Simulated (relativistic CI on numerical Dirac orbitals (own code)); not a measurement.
## What each ingredient does to the levels of Ir⁷⁰⁺

Base calculation: Dirac-Coulomb-Breit CI, orbitals from a KLI potential per configuration, a model potential for QED, unscaled Slater integrals.

CI space (outside the closed core 1s2): 2s²2p³, 2s2p⁴, 2p⁵, 2p⁴3s, 2s²2p²3s, 2p⁴3p, 2p⁴3d, 2s²2p²3p, 2s²2p²3d, 2s2p³3s, 2s2p³3p, 2s2p³3d, 2s²2p²4s, 2s²2p²4p, 2s²2p²4d, 2s²2p²4f. Levels of other configurations are missing.

Variants: (1) one mean potential for all configurations. Shifts of the energy above 2s²2p³ ²P°3/2, in eV, for the lowest level and the first level of each name with at least 55 % of one term (blank where a level changes its place among those of its configuration and J or its character, or is not in the variant):

```
          Level     Base  Δ(1)
  2s²2p³ ²P°3/2      0.0   0.0
  2s²2p³ ⁴S°3/2   1673.2  +0.1
  2s²2p³ ²D°5/2   1696.5  +0.1
  2s²2p³ ²P°1/2   1753.1  +0.1
    2s2p⁴ ⁴P5/2   2043.4  +0.4
    2s2p⁴ ²S1/2   2156.7  +0.4
    2s2p⁴ ⁴P3/2   3746.3  +0.4
    2s2p⁴ ²D5/2   3788.8  +0.4
    2s2p⁴ ²P1/2   3859.7  +0.4
    2s2p⁴ ²D3/2   3867.4  +0.4
     2p⁵ ²P°3/2   4276.8  +0.8
     2p⁵ ²P°1/2   5982.1  +0.7
 2s²2p²3s ⁴P3/2  11228.9  -0.4
 2s²2p²3s ²P1/2  11239.9  -0.3
 2s²2p²3s ²D5/2  11248.8  -0.3
 2s²2p²3s ²D3/2  11256.2  -0.3
2s²2p²3p ²F°7/2  11856.3  -0.2
2s²2p²3p ²D°5/2  11887.6   0.0
 2s²2p²3d ⁴D1/2  11955.1  -0.5
 2s²2p²3d ²G7/2  11966.3  -0.4
 2s²2p²3d ²G9/2  12088.7  -0.3
 2s²2p²3d ²F7/2  12116.2  -0.2
```

At this charge energies of transitions that change n are usually good to better than 1 %, and those within a shell (Δn = 0) to a few per cent.

Ionisation energy from the two ground configurations alone: base 18120.8 eV. The NIST ASD value (theoretical) is 18120 eV.

LS names give the leading component of a level, which can be under half, so a name can repeat, a term be missing and a line seem to break the LS rules.
